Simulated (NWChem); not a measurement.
C₂H₅ClSi₂; SMILES [SiH3]C#C[SiH2]Cl

```xyz
10

Si     3.2726     0.1680    -0.1630
C      1.4494    -0.0118    -0.3345
C      0.2354    -0.1296    -0.4442
Si    -1.5752    -0.3119    -0.6295
Cl    -2.5100     0.2076     1.1382
H      3.5929     1.5761     0.2068
H      3.7577    -0.7575     0.8998
H      3.9185    -0.1723    -1.4628
H     -1.9022    -1.7280    -0.9390
H     -2.0585     0.5945    -1.7035
```
Atoms are numbered in this order, from 1.

The geometry was optimised at PBE0/def2-SVP.

**Question.** Give the principal values of the shielding tensors (ppm) of Si1, C2, C3, Si4, Cl5 from PBE/pcSseg-1, GIAO (NWChem), with their diamagnetic and paramagnetic parts as GIAO splits them.

**Answer.** 
| atom | σ11 | σ22 | σ33 | isotropic | diamagnetic | paramagnetic |
|---|---|---|---|---|---|---|
| Si1 | 427.2 | 428.3 | 451.7 | 435.7 | 883.1 | -447.4 |
| C2 | -23.9 | -21.5 | 246.4 | 67.0 | 259.3 | -192.3 |
| C3 | -36.1 | -25.3 | 258.1 | 65.6 | 260.4 | -194.8 |
| Si4 | 350.4 | 355.6 | 435.5 | 380.5 | 882.4 | -501.9 |
| Cl5 | 884.2 | 978.5 | 1018.4 | 960.4 | 1148.7 | -188.3 |
